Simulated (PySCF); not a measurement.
Cluster of 1,3,5-trifluorobenzene and B3O3F3 (C6H3B3F6O3)

A complex built from 1,3,5-trifluorobenzene and B3O3F3; neutral, singlet.

```csv
part,name,SMILES,atoms,charge,multiplicity
1,"1,3,5-trifluorobenzene",Fc1cc(F)cc(F)c1,1–12,0,1
2,B3O3F3,FB1OB(F)OB(F)O1,13–21,0,1
```

```xyz
21

F    -1.826   -1.998    0.000
C    -0.922   -1.009    0.000
C     0.423   -1.335    0.000
C     1.335   -0.294    0.000
F     2.644   -0.582    0.001
C     0.945    1.034   -0.002
C    -0.413    1.303   -0.001
F    -0.818    2.580    0.001
C    -1.368    0.301    0.000
H     0.748   -2.362    0.000
H     1.671    1.830   -0.003
H    -2.420    0.533    0.002
F    -2.601   -0.583    3.499
B    -1.321   -0.296    3.500
O    -0.924    1.003    3.501
B     0.404    1.292    3.500
F     0.795    2.544    3.500
O     1.331    0.299    3.500
B     0.917   -0.995    3.500
F     1.806   -1.960    3.500
O    -0.407   -1.302    3.501
```
(Å; atoms numbered from 1)

The parts are rigid, face to face. Here part 2 stands at height 3.5 Å (along z), slip 0 Å (along x) and twist 0° (about its own z axis). The slip is then varied.

Level of theory: PBE0-D3(BJ)/def2-SVP interaction energy, counterpoise and uncorrected, gas phase, in PySCF 2.14.0. The geometry comes from GFN2-xTB.

Energies in eV, cluster less frozen parts; CP is counterpoise-corrected.

| slip (Å) | CP | uncorrected | dispersion |
| --- | --- | --- | --- |
| 0 | ? | ? | ? |
| 0.4 | -0.184 | -0.299 | -0.175 |
| 0.8 | -0.180 | -0.298 | -0.169 |
| 1.2 | -0.172 | -0.293 | -0.161 |
| 1.6 | ? | ? | ? |
| 2 | -0.157 | -0.268 | -0.138 |
| 2.6 | -0.142 | -0.234 | -0.116 |
| 3.4 | -0.112 | -0.181 | -0.087 |

Task: Fill in the withheld rows.

Result: 
| slip (Å) | CP | uncorrected | dispersion |
| --- | --- | --- | --- |
| 0 | -0.185 | -0.299 | -0.176 |
| 1.6 | -0.165 | -0.283 | -0.151 |

The 8 runs took 31 min in all, one thread each of AMD EPYC on a shared host, launched as `OMP_NUM_THREADS=1 python cluster_run.py task.json out`.
